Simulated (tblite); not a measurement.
Species: C4H10NOSi2 (doublet state).
SMILES with atom numbers: `[O:1]=[CH:2]/[CH:3]=[C:4]\[SiH2:5][NH:6][CH2:7][SiH3:8]` (hydrogens: H9 on C2; H10 on C3; H11, H12 on Si5; H13 on N6; H14, H15 on C7; H16, H17, H18 on Si8)
Bond orders are those of one Lewis drawing.

Computed with GFN2-xTB (tblite), gas phase: L-BFGS steps from a force-field or distance-geometry start until the largest atomic force falls under 0.01 eV/Å.

Geometry at step 60:
```
atom  x, y, z in Å
O1      3.0673    1.5359    2.0007
C2      2.3601    0.9285    1.2406
C3      2.7446    0.5482   -0.1369
C4      2.0384   -0.2171   -0.9176
Si5     0.6411   -1.3045   -1.4286
N6     -0.7969   -0.9912   -0.5299
C7     -1.4705    0.2955   -0.4982
Si8    -2.5433    0.4126    1.0805
H9      1.3531    0.5805    1.5285
H10     3.7160    0.9319   -0.4432
H11     1.0007   -2.6910   -1.1310
H12     0.4940   -1.0340   -2.8698
H13    -1.4568   -1.7430   -0.3939
H14    -0.6971    1.0666   -0.4999
H15    -2.0672    0.4492   -1.4107
H16    -1.7367   -0.1560    2.1672
H17    -3.7452   -0.4113    0.8675
H18    -2.9103    1.8056    1.3629
```

Task: Give the atomic forces at this geometry.

Result: 
```json
{"atom": "O1", "Fx (eV/Å)": "-0.091", "Fy (eV/Å)": "-0.054", "Fz (eV/Å)": "-0.120"}
{"atom": "C2", "Fx (eV/Å)": "0.091", "Fy (eV/Å)": "0.054", "Fz (eV/Å)": "0.091"}
{"atom": "C3", "Fx (eV/Å)": "-0.013", "Fy (eV/Å)": "-0.050", "Fz (eV/Å)": "-0.003"}
{"atom": "C4", "Fx (eV/Å)": "0.038", "Fy (eV/Å)": "0.016", "Fz (eV/Å)": "0.041"}
{"atom": "Si5", "Fx (eV/Å)": "-0.087", "Fy (eV/Å)": "-0.032", "Fz (eV/Å)": "-0.086"}
{"atom": "N6", "Fx (eV/Å)": "-0.062", "Fy (eV/Å)": "-0.041", "Fz (eV/Å)": "-0.019"}
{"atom": "C7", "Fx (eV/Å)": "0.023", "Fy (eV/Å)": "0.036", "Fz (eV/Å)": "0.031"}
{"atom": "Si8", "Fx (eV/Å)": "0.046", "Fy (eV/Å)": "-0.004", "Fz (eV/Å)": "0.007"}
{"atom": "H9", "Fx (eV/Å)": "-0.013", "Fy (eV/Å)": "-0.007", "Fz (eV/Å)": "-0.020"}
{"atom": "H10", "Fx (eV/Å)": "-0.009", "Fy (eV/Å)": "0.051", "Fz (eV/Å)": "0.062"}
{"atom": "H11", "Fx (eV/Å)": "-0.039", "Fy (eV/Å)": "0.049", "Fz (eV/Å)": "0.011"}
{"atom": "H12", "Fx (eV/Å)": "-0.007", "Fy (eV/Å)": "-0.025", "Fz (eV/Å)": "0.000"}
{"atom": "H13", "Fx (eV/Å)": "0.109", "Fy (eV/Å)": "-0.040", "Fz (eV/Å)": "-0.009"}
{"atom": "H14", "Fx (eV/Å)": "-0.021", "Fy (eV/Å)": "0.017", "Fz (eV/Å)": "-0.025"}
{"atom": "H15", "Fx (eV/Å)": "0.029", "Fy (eV/Å)": "0.029", "Fz (eV/Å)": "0.077"}
{"atom": "H16", "Fx (eV/Å)": "-0.090", "Fy (eV/Å)": "0.055", "Fz (eV/Å)": "-0.021"}
{"atom": "H17", "Fx (eV/Å)": "0.080", "Fy (eV/Å)": "0.067", "Fz (eV/Å)": "0.040"}
{"atom": "H18", "Fx (eV/Å)": "0.014", "Fy (eV/Å)": "-0.121", "Fz (eV/Å)": "-0.058"}
```

The largest, 0.16 eV/Å, acts on O1; the rms over all components is 0.054 eV/Å. The forces sum to zero within rounding, as they must for an isolated molecule in no field.

Task: Give the force on O1 in Eh/bohr and in nN.

Result: 0.160 eV/Å ÷ 51.422 = 0.00311 Eh/bohr, and 0.160 eV/Å × 1.602 = 0.26 nN.

Task: How far is this geometry from the end of the optimisation?

Result: 0.141 eV above it, and 1.253 Å rms away after alignment. The bonds farthest from their final lengths, with half the difference of the two atoms' forces along the bond (positive lengthens):

```
   bond  now (Å)  final (Å)  force along bond (eV/Å)
Si5–H12    1.474      1.462                    -0.05
  N6–C7    1.453      1.444                    +0.01
 C4–Si5    1.843      1.851                    +0.08
Si8–H17    1.473      1.464                    -0.04
  C3=C4    1.301      1.310                    -0.05
  C2–C3    1.480      1.473                    +0.04
```

The angle farthest from its final value is C3–C4–Si5, 157.6° against 143.2°.

The cost below is that of the whole relaxation. Hardware: Arm Neoverse V1, one thread, on a shared host. Cost: 2.4 s wall.
